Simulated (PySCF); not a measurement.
**Ionisation energy of Mn(2+) by level of theory**

Mn(2+) [Ar] 3d5 (6S) → Mn(3+) [Ar] 3d4 (5D), as a difference of total energies. Calculation: PySCF 2.14, in ANO-RCC-VTZP; the spin-free X2C one-electron Hamiltonian (Gaussian nucleus). Correlated levels: valence: [Ar] frozen; valence and next inner shell: [Ne] frozen. The calculations carry no spin-orbit coupling.

| method | ionisation energy (eV) | plus first-order spin-orbit estimate | error of that sum (eV) |
| --- | --- | --- | --- |
| UHF | 32.459 | 32.381 | -1.287 |
| LDA | 34.417 | 34.338 | +0.670 |
| PBE | 34.053 | 33.974 | +0.306 |
| PBE0 | 33.904 | 33.826 | +0.158 |
| r2SCAN | 33.942 | 33.863 | +0.195 |
| PBEsol | 34.106 | 34.027 | +0.359 |
| MN15 | 33.734 | 33.655 | -0.013 |
| M06-2X | 33.447 | 33.368 | -0.300 |
| MP2 (valence) | 33.308 | 33.229 | -0.439 |
| SCS-MP2 (valence) | 32.742 | 32.664 | -1.004 |
| MP2 (valence and next inner shell) | 33.898 | 33.819 | +0.151 |
| SCS-MP2 (valence and next inner shell) | 33.359 | 33.280 | -0.388 |

Reference: 33.668 ± 0.012 eV (measured; NIST Atomic Spectra Database, ionization energies).

A first-order spin-orbit estimate (lowest level to lowest level, LS coupling) adds -0.079 eV.

Errors of the correlated levels include the incompleteness of this basis and the frozen core.
